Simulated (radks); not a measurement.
The numbers below are computed, except where a source is named.
Coulomb parameter of the 5d shell of neutral hafnium in the model configuration [Xe] 4f14 5d3 6s1, as a second difference U = [E(n + 0.25) + E(n - 0.25) - 2 E(n)] / (0.25)^2 with all orbitals relaxed. "Bare": the charge of the atom changes with n. "Screened": the 6s shell takes up the change at fixed total charge, which measures U(5d,5d) + U(6s,6s) - 2 U(5d,6s). Code: a radial shooting solver on a logarithmic mesh with Libxc functionals. Model: scalar-relativistic Kohn-Sham, PBE, spin-unpolarised, spherical densities, finite nucleus; Fermi nuclear charge, rms radius 5.347 fm.

| case | configuration | E - E(n) (eV) |
|---|---|---|
| start | [Xe] 4f14 5d3 6s1 | 0.000 |
| bare +0.25 | [Xe] 4f14 5d3.25 6s1 | -0.325 |
| bare -0.25 | [Xe] 4f14 5d2.75 6s1 | 0.688 |
| screened +0.25 | [Xe] 4f14 5d3.25 6s0.75 | 0.694 |
| screened -0.25 | [Xe] 4f14 5d2.75 6s1.25 | -0.677 |

U(bare) = 5.806 eV, U(screened by 6s) = 0.263 eV, against the Slater integral F0(5d,5d) = 9.358 eV with frozen orbitals. The step up makes a negative ion, whose loosely bound charge lowers the bare value.
